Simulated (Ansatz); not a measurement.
The first iterations of a band of CH$_{7}$AsO$_{2}$Si (12 atoms, charge 0, multiplicity 1).

These are results of RKS PBE0/def2-mTZVP in Ansatz, not measurements.

```json
{
 "movable images": "7",
 "climbing image": "yes",
 "spring": "5.0 eV/Å²",
 "optimiser": "quadratic models (default)",
 "start path": "through a guess of the saddle point",
 "force threshold": "0.03 eV/Å",
 "iteration limit": "27",
 "end points": "relaxed"
}
```

Initial state:

```xyz
12
Properties=species:S:1:pos:R:3
Si -1.763 1.009 0.702
O -0.489 -0.021 0.461
C 0.829 0.409 0.205
O 1.635 -0.682 -0.062
As 1.174 -1.604 -1.566
H -1.562 1.827 1.931
H -1.915 1.939 -0.452
H -2.965 0.156 0.843
H 0.820 1.123 -0.634
H 1.248 0.895 1.094
H 0.537 -2.804 -0.861
H 2.529 -2.303 -1.627
```

Final state:

```xyz
12
Properties=species:S:1:pos:R:3
Si -1.639 0.828 0.534
O -0.296 -0.108 0.778
C 1.006 0.271 0.416
O 1.826 -0.839 0.293
As 1.547 -2.025 -1.042
H -1.641 2.021 1.425
H -1.686 1.303 -0.878
H -2.805 -0.033 0.837
H 0.982 0.843 -0.527
H 1.444 0.888 1.208
H 0.039 -2.218 -0.859
H 1.299 -0.987 -2.152
```

| iteration | highest image above the first end (eV) | largest band force component (eV/Å) |
| --- | --- | --- |
| 1 | 3.957 | 12.918 |
| 2 | 2.896 | 5.415 |
| 3 | 2.448 | 2.587 |
| 4 | 1.771 | 1.221 |
| 5 | 1.871 | 0.662 |
| 6 | 1.756 | 2.861 |
| 7 | 2.175 | 1.688 |

Task: Does the band converge within its limit, and where does its top end?

Result: The forces met the threshold. It ended after 22 iterations with the highest image 2.355 eV above the first end. Neighbouring images differ by up to 2.2 eV, so the band resolves the path poorly. A vibrational analysis at the climbing image gives one clearly imaginary mode, 1204i cm⁻¹: a first-order saddle point.

The run took 16 min on 2 threads of Arm Neoverse V2 (shared host), peak memory 0.45 GiB.
